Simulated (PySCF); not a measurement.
B(Cl)(OMe)(NH2) (CH5BClNO), SMILES COB(N)Cl. Atoms are numbered in the order given.

```xyz
10

B      0.1919     0.0721     0.0000
Cl    -0.3856     1.7662     0.0000
O     -0.7609    -0.8956     0.0000
C     -0.4246    -2.2627     0.0000
H      0.1593    -2.5406     0.8970
H     -1.3541    -2.8501     0.0000
H      0.1593    -2.5406    -0.8970
N      1.5757    -0.1714     0.0000
H      2.2493     0.5827     0.0000
H      1.9858    -1.0963     0.0000
```

The structure is a stationary point at B3LYP-D3(BJ)/def2-SVP. The structure was generated by enumeration, and PubChem lists no compound with its InChIKey, so it may never have been made. One conformer was computed; it need not be the lowest.

Level of theory: PBE/pcSseg-1 (PySCF).

GIAO shieldings, no solvent; atoms listed in one row are averaged. δ = σ(ref) − σ: ¹¹B against BF3 (σ = 83.9 ppm); ³⁵Cl against HCl (σ = 936.5 ppm); ¹⁷O against H2O (σ = 334.3 ppm); ¹³C against TMS (σ = 182.0 ppm); ¹H against TMS (σ = 31.49 ppm); ¹⁵N against NH3 (σ = 267.0 ppm), references at their B3LYP-D3(BJ)/def2-TZVP geometries, non-relativistic (without spin–orbit terms, shifts of atoms bonded to Cl or Br come out too high).

Q: Estimate the chemical shifts. (Estimate from the structure and the level; the computed values follow.)

A: 
```csv
nucleus,atoms,count,δ (ppm)
¹¹B,B1,1,13.9
³⁵Cl,Cl2,1,65.4
¹⁷O,O3,1,104.6
¹³C,C4,1,56.2
¹H,"H5, H6, H7",3,3.97
¹H,H9,1,2.91
¹H,H10,1,2.70
¹⁵N,N8,1,76.2
```
